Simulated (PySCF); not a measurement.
Molecule (SMILES): [C]=C=[C] (closed-shell singlet).
Geometry (B3LYP-D3(BJ)/def2-TZVP, fixed):
```xyz
3

C      0.0000     0.0000    -1.2873
C      0.0000     0.0000     0.0000
C      0.0000     0.0000     1.2873
```

How fast the isotropic shielding of C2 converges with the basis for several methods (PySCF): deviation from each method's own reference, in ppm. References: HF 20.44 ppm, the value in pcseg-3; PBE 32.27 ppm, the value in pcseg-3; PBE0 24.81 ppm, the value in pcseg-3. All functions are spherical. No added dispersion term, no relativity. GIAO; atoms are numbered in the order shown.

```
basis              functions     HF    PBE   PBE0
-----------------  ---------  -----  -----  -----
pcseg-0                   27  17.34  28.82  26.26
pcseg-1                   42   9.05  13.91  12.52
def2-SVPD                 60  20.93  26.26  24.57
aug-pcseg-1               69  13.95  18.57  17.52
6-311++G(2d,2p)           81   6.59   6.67   6.95
def2-TZVPP                93   5.85   6.72   6.52
6-311++G(3df,3pd)        117   7.96   7.32   7.67
pcseg-3                  180   0.00   0.00   0.00
```

Mean absolute deviation over 6-311++G(2d,2p), def2-TZVPP, 6-311++G(3df,3pd): HF 6.80, PBE 6.91, PBE0 7.05 ppm.
